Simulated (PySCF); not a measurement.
## Ionising TlCd

PBE0; basis Tl def2-SVP with ECP60, Cd def2-SVP with ECP28; scalar-relativistic core potentials; PySCF 2.14. Neutral (UKS): doublet (π ↑), Re = 3.097 Å, ωe = 70.0 cm⁻¹, De = 0.26 eV, HOMO -3.50 eV, LUMO -2.02 eV.

TlCd⁺ (UKS): singlet (closed shell), Re = 3.285 Å, ωe = 68.5 cm⁻¹. The energies at the minima are -340.23870 hartree for TlCd and -340.04948 for TlCd⁺.

Work out the adiabatic ionisation energy, without and with harmonic zero-point energies (1 hartree = 27.2114 eV, 1 eV = 8065.5 cm⁻¹), and the change of the bond length.

At PBE0: 0.18922 hartree = 5.149 eV between the minima; the zero-point term (68.5 − 70.0)/2 cm⁻¹ = -0.000 eV makes it 5.149 eV. Re changes by +18.8 pm against the neutral. The electron leaves a π orbital, and the longer bond of the ion fits a bonding orbital, or a change in how ionic the bond is.

Closed-shell solutions of metal pairs were not tested for spin polarisation, which can lower them a little. Weak bonds: TlCd. Basis-set superposition, not corrected here, can be much of De in a small basis, most of all at correlated wavefunction levels. These are scalar-relativistic numbers at best; spin–orbit coupling would shift them, the dissociation energy most. States were picked by a PBE0 search and need not be the measured ground states.
